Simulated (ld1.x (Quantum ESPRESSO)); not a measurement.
**I: one change to an ultrasoft potential, before and after**

I, ultrasoft, made with ld1.x (Quantum ESPRESSO) 7.5 (LDA (PZ), fully relativistic). Core [Kr] 4d10, reference 5s2 5p4 (charge +1). Waves: 5s (bound): rcut 1.30, rcutus 1.85 bohr; 5s channel at -0.65 Ry: rcut 1.30, rcutus 1.85 bohr; 5p (bound): rcut 1.65, rcutus 2.00 bohr; 5p channel at 1.6 Ry: rcut 1.65, rcutus 2.00 bohr; 5d channel at 0.3 Ry: rcut 1.75, rcutus 1.95 bohr; 5d channel at 2.9 Ry: rcut 1.75, rcutus 1.95 bohr. Local part: all-electron potential smoothed inside 1.45 bohr (lloc = -1). Core correction: none. Augmentation charge: built from norm-conserving waves at rcut, not smoothed further.

Open shells are filled in proportion to 2j + 1 (rel_dist='average').

All-electron outer shells of the reference configuration (LDA (PZ), scalar-relativistic, ld1.x):

```tsv
shell	level (eV)	outermost node (bohr)	outermost maximum (bohr)
4d	-59.88	0.35	0.78
5s	-26.52	0.88	1.68
5p	-15.54	0.96	1.97
```

Change: wave 5s channel at -0.65 Ry: rcut 1.30, rcutus 1.85 bohr becomes 5s channel at 2.71 Ry: rcut 1.30, rcutus 1.85 bohr.

Cutoffs: the cutoffs (Ry, on a coarse ladder) from which the occupation-weighted sum of valence levels, in a spherical-Bessel basis at the reference potential, stays within 10 and 1 mRy of its value at 400 Ry; they do not see the model core or the augmentation charge, which bear on the density cutoff. Errors are all-electron minus pseudo energies relative to the spin-unpolarised reference configuration.

Task: What does the change do?

Result: The bound ghosts move from d, s to d; of the 7 tests that both files solve, the error grows in 0 and shrinks in 5 by more than 15 % and 0.3 meV (median size 13.4 → 12.0 meV).

| quantity | base | changed |
| --- | --- | --- |
| cutoffs, loose and tight | 10 Ry, 18 Ry | not determined |
| bound ghosts | s, d5/2 | d5/2 (s not tested, overlap not positive) |
| error for 5s2 5p5, meV [ΔE -11.33 eV] | +3.1 | +1.7 |
| error for 5s2 5p3, meV [ΔE 20.09 eV] | +6.8 | +4.2 |
| error for 5s2 5p2, meV [ΔE 49.74 eV] | +40 | +27 |
| error for 5s1 5p6, meV [ΔE -0.87 eV] | +19 | +19 |
| error for 5s2 5p1, meV [ΔE 89.59 eV] | +137 | +101 |
| error for 5s1 5p5, meV [ΔE 11.02 eV] | +13 | +12 |
| error for 5s2 5p4.5, meV [ΔE -6.70 eV] | +1.0 | +0.6 |
| s: phases at 2.19 bohr within 0.05 rad from the reference energy up to (Ry; the scan ends near 5) | 4.3 | 4.0 |
| p1/2: phases at 2.19 bohr within 0.05 rad from the reference energy up to (Ry; the scan ends near 5) | to the end of the scan | to the end of the scan |
| p3/2: phases at 2.19 bohr within 0.05 rad from the reference energy up to (Ry; the scan ends near 5) | to the end of the scan | to the end of the scan |
| d3/2: phases at 2.19 bohr within 0.05 rad from the reference energy up to (Ry; the scan ends near 5) | to the end of the scan | to the end of the scan |
| d5/2: phases at 2.19 bohr within 0.05 rad from the reference energy up to (Ry; the scan ends near 5) | to the end of the scan | to the end of the scan |
| lowest overlap eigenvalue by channel | s 0.38, p1/2 0.39, p3/2 0.37, d3/2 0.76, d5/2 0.79 | s -0.97, p1/2 0.39, p3/2 0.37, d3/2 0.76, d5/2 0.79 |

Changed file: the overlap operator is not positive definite in a basis up to 400 Ry (lowest eigenvalue s -0.97), so the file is unfit for use: the generalised eigenproblem breaks down once the basis is large enough, and its test numbers describe a broken file. A true bound ghost makes a file unfit for plane-wave use even where its test errors are small: the radial tests pick states by their node count and pass the ghost by.
